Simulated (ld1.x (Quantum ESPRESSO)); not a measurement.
# nitrogen (N): one change to an RRKJ potential, before and after

* Element: nitrogen
* Generator: ld1.x (Quantum ESPRESSO) 7.5
* Type: norm-conserving RRKJ (Kleinman–Bylander form)
* Functional: LDA (PZ)
* Relativity: scalar-relativistic
* Frozen core: [He]
* Valence charge: 5
* Reference configuration: 2s2 2p3
* Partial waves: 2p (bound): rc 2.55 bohr; 2s (bound): rc 0.80 bohr
* Local potential: the s channel
* Core correction: none

All-electron outer shells of the reference configuration (LDA (PZ), scalar-relativistic, ld1.x):

```csv
shell,level (eV),outermost node (bohr),outermost maximum (bohr)
1s,-381.53,–,0.15
2s,-18.42,0.32,1.02
2p,-7.24,–,0.97
```

Change: wave 2s (bound): rc 0.80 bohr becomes 2s (bound): rc 1.10 bohr.

Cutoffs: the cutoffs (Ry, on a coarse ladder) from which the occupation-weighted sum of valence levels, in a spherical-Bessel basis at the reference potential, stays within 10 and 1 mRy of its value at 400 Ry; they do not see the model core or the augmentation charge, which bear on the density cutoff. Errors are all-electron minus pseudo energies relative to the spin-unpolarised reference configuration.

Q: How do hardness, ghosts and transferability respond?

A: The potential gets softer (55 Ry and 140 Ry → 45 Ry and 110 Ry); the errors of the 9 common tests hardly move; neither file shows a bound ghost. A larger radius leaves more room for a smooth pseudo-wave, so fewer plane waves are needed.

| quantity | base | changed |
| --- | --- | --- |
| cutoff, loose | 55 Ry | 45 Ry |
| cutoff, tight | 140 Ry | 110 Ry |
| loose cutoff by channel (10 mRy a level) | p 18 Ry, s 45 Ry | p 18 Ry, s 40 Ry |
| bound ghosts | none | none |
| error for 2s2 2p2, meV [ΔE 13.73 eV] | +176 | +177 |
| error for 2s2 2p1, meV [ΔE 42.70 eV] | +1345 | +1352 |
| error for 2s2 2p0, meV [ΔE 89.87 eV] | +4797 | +4819 |
| error for 2s2 2p2.5, meV [ΔE 5.17 eV] | +28 | +28 |
| error for 2s1 2p4, meV [ΔE 11.20 eV] | -45 | -46 |
| error for 2s1 2p3, meV [ΔE 25.18 eV] | -223 | -226 |
| error for 2s2 2p3.3, meV [ΔE -1.67 eV] | +3.6 | +3.6 |
| error for 2s2 2p3 (spin-polarised), meV [ΔE -2.89 eV] | -58 | -56 |
| error for 2s2 2p2 (spin-polarised), meV [ΔE 12.04 eV] | +86 | +89 |
| s: phases at 2.75 bohr within 0.05 rad from the reference energy up to (Ry; the scan ends near 5) | to the end of the scan | to the end of the scan |
| p: phases at 2.75 bohr within 0.05 rad from the reference energy up to (Ry; the scan ends near 5) | 0.6 | 0.6 |
